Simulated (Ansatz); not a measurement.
Gas-phase electronic energies from Ansatz, PBE0-D4/def2-TZVP geometries. CCSD(T)/CBS is the MP2 limit (def2-TZVPP, def2-QZVPP) plus CCSD(T) − MP2 in def2-TZVPP, frozen cores. This one scheme is used for every species. DFT in def2-TZVPP. Elements past krypton have def2 core potentials. For In outer-core shells are correlated without core-valence functions, which leaves a few kJ/mol of doubt a bond. Each species was taken in one conformer, which may not be the lowest.

Consider the ligand exchange at the In–N bond: `[OH][InH][NH][SiH3]` + NH₃ → `[NH2][InH][OH]` + `N[SiH3]`.

`[OH][InH][NH][SiH3]`:

```xyz
10

O     2.026    1.625    1.781
In    0.461    1.432    0.575
N     0.157   -0.498    0.037
Si   -1.074   -1.118   -0.985
H     2.466    0.796    1.978
H    -0.447    2.780    0.110
H     0.813   -1.163    0.423
H    -1.896    0.045   -1.422
H    -0.540   -1.802   -2.198
H    -1.967   -2.097   -0.300
```

NH₃:

Z-matrix (Å, degrees):
```
N
H 1 1.013
H 1 1.013 2 107.1
H 1 1.013 2 107.1 3 -114.5
```

`[NH2][InH][OH]`:

Z-matrix (Å, degrees):
```
N
In 1 2.003
H 1 1.007 2 120.9
H 1 1.009 2 117.7 3 -140.7
O 2 1.990 1 107.5 3 159.0
H 2 1.701 1 129.7 3 -26.0
H 5 0.959 2 113.7 1 175.5
```

`N[SiH3]`:

```xyz
7

N    -0.403   -0.326    0.933
Si    0.337    0.233   -0.516
H    -0.499   -1.316    1.092
H    -1.189    0.174    1.315
H     1.613   -0.507   -0.692
H    -0.457    0.053   -1.768
H     0.597    1.688   -0.364
```

| level | ΔE (kJ/mol) |
| --- | --- |
| r2SCAN0-D4 | 17.1 |
| HF/def2-QZVPP | 15.4 |

(1) What does CCSD(T)/CBS give? (Estimate.)

(2) What do rigid-rotor, harmonic-oscillator terms from PBE0-D4/def2-TZVP frequencies (298.15 K, 1 bar) make of the CCSD(T)/CBS value? (Estimate.)

Largest T1 diagnostic among the species: 0.016.

## Answers

(1) Computed: +20.6 kJ/mol. The listed levels differ from it by -3.5, -5.2 kJ/mol.

(2) Computed: ΔZPE = +0.2 kJ/mol, ΔH = +18.7 kJ/mol, ΔS = 14 J/(mol·K), ΔG = +14.6 kJ/mol.

In def2-TZVPP, CCSD(T) changes the Hartree–Fock value by +6.0 kJ/mol (the triples alone add +1.4 kJ/mol) and MP2 by +6.1 kJ/mol. At CCSD(T), def2-SVP lies +5.2 kJ/mol from the extrapolated value and def2-TZVPP +0.8 kJ/mol. The D4 term adds +4.7 kJ/mol with B3LYP and +2.8 kJ/mol with PBE0; it sums over pairs of atoms, weighted by their polarisabilities, and B3LYP, whose exchange is more repulsive, gets the larger term.

B3LYP here is the variant with VWN-RPA as its local correlation; programs differ in this.
